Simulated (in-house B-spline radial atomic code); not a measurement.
## RPA and G0W0 on PBE0: F6+

Configuration [He] 2s1, highest spin, mean-field start PBE0. Computed with a B-spline radial code for spherical atoms: all electrons, scalar-relativistic (spin-free one-electron X2C), finite nucleus, each spin shell either full or empty, empty states to l = 9 with an (l + 1/2)⁻⁴ tail; G0W0 by contour deformation at full frequency.

Command:
```bash
python run_gw.py task.json out
```
Settings (radii: box in bohr, nucleus in fm):
```
Z                        9
electrons                3
configuration            [He] 2s1
hamiltonian              x2c
method                   pbe0
lmax                     9
rms_radius               2.8976
spin_polarised           True
box_radius               9.29
intervals                68
ion_configuration        1s2
```

Time taken, with all properties: 2.2 s on 1 thread of Arm Neoverse N1, on a shared host.

Energies (hartree):

```tsv
term	value
mean-field total	-82.35797
Hartree-Fock functional on these orbitals	-82.36063
direct second order	-0.16399
second-order exchange	0.11211
SOSEX correction	0.097361
```

Question: What is the RPA correlation energy, and what remains with SOSEX?

Answer: RPA gives -0.14732 hartree (-1.34 eV per electron); RPA + SOSEX gives -0.04996, and the second-order doubles -0.051881 hartree (no singles). SOSEX takes back 66 % of the RPA value.

Quasi-particle levels (eV):

| level | occupied | mean field | Σx - vxc | Σc | QP weight | G0W0 |
| --- | --- | --- | --- | --- | --- | --- |
| 2s up | yes | -176.80 | -8.29 | ? | ? | ? |
| 1s down | yes | -870.11 | -40.25 | 2.93 | 0.972 | -907.44 |
| 1s up | yes | -872.64 | -41.93 | 2.90 | 0.942 | -911.67 |
| 2s down | no | -160.88 | 7.45 | -3.56 | 0.928 | -156.99 |

G0W0 = mean field + (Σx - vxc) + Σc, with Σc (partial-wave tail included) taken at the quasi-particle energy.

Question: Where does G0W0 put 2s up?

Answer: At -187.06 eV, with Σc = -1.97 eV and a quasi-particle weight of 0.968. The tabulated removal energy is 185.187 eV (NIST, measured).

Question: What does it cost to remove one electron (to 1s2) by differences of total energies, each species on its own start (correlation terms add to the Hartree-Fock functional)?

Answer: PBE0 185.75 eV, Hartree-Fock functional 185.06 eV, + RPA 186.60 eV, + RPA + SOSEX 185.18 eV, + second order 185.20 eV. Tabulated: 185.187 eV (NIST, measured).
